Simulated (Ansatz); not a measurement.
Isolated molecules relaxed with PBE0-D4/def2-TZVP in Ansatz; ΔE leaves out vibrations. CCSD(T)/CBS adds triple-zeta CCSD(T) − MP2 to the extrapolated MP2 energy (def2 sets, frozen cores). DFT in def2-TZVPP. HSE06 is defined as in plane-wave codes. No spin–orbit coupling; open shells (•) take unrestricted orbitals. For Ga outer-core shells are correlated without core-valence functions, which leaves a few kJ/mol of doubt a bond. Scalar relativity is left out up to krypton. One conformer a species, not always the lowest.

Consider the homolysis of the Ga–N bond: `C[NH][Ga]([F])[F]` → `[F][Ga][F]`• + `C[NH]`•.

`C[NH][Ga]([F])[F]`:

Cartesian coordinates in Å:
```
C 0.693 -0.663 0.896
N 0.448 0.406 -0.050
Ga -1.017 0.619 -1.049
F -2.345 -0.504 -0.963
F -1.223 1.940 -2.162
H 0.837 -0.282 1.913
H -0.160 -1.343 0.921
H 1.575 -1.253 0.625
H 1.192 1.078 -0.130
```

`[F][Ga][F]`•:

```xyz
3

F     1.077    0.715   -0.812
Ga   -0.421   -0.117   -0.430
F    -0.656   -0.598    1.243
```

`C[NH]`•:

Cartesian coordinates in Å:
```
C -0.067 0.360 0.034
N -0.477 -1.009 -0.009
H 0.656 0.538 0.845
H -0.926 1.017 0.186
H 0.446 0.661 -0.893
H 0.368 -1.568 -0.163
```

```json
{"level": "ωB97M-V", "ΔE (eV)": "3.63"}
{"level": "HSE06", "ΔE (eV)": "3.45"}
```

Task: What does CCSD(T)/CBS give? (Best estimate.)

Result: The calculation gave: +3.90 eV. The listed levels differ from it by -0.27, -0.45 eV.

Largest T1 diagnostic among the species: 0.017.

The D4 term adds +0.13 eV with B3LYP and +0.07 eV with PBE0; it sums over pairs of atoms, weighted by their polarisabilities, and B3LYP, whose exchange is more repulsive, gets the larger term. In def2-TZVPP, CCSD(T) changes the Hartree–Fock value by +1.27 eV (the triples alone add +0.08 eV) and MP2 by +1.53 eV; breaking electron pairs costs correlation energy, which Hartree–Fock lacks. Leaving LDA and LC-ωPBE aside and taking each functional with its dispersion term where it has one, the values, not all of them listed here, spread over 0.44 eV, from BLYP-D4 to PBE-QIDH. LDA lies +0.78 eV from PBE without D4, its usual overbinding.

B3LYP here is the variant with VWN-RPA as its local correlation; programs differ in this.
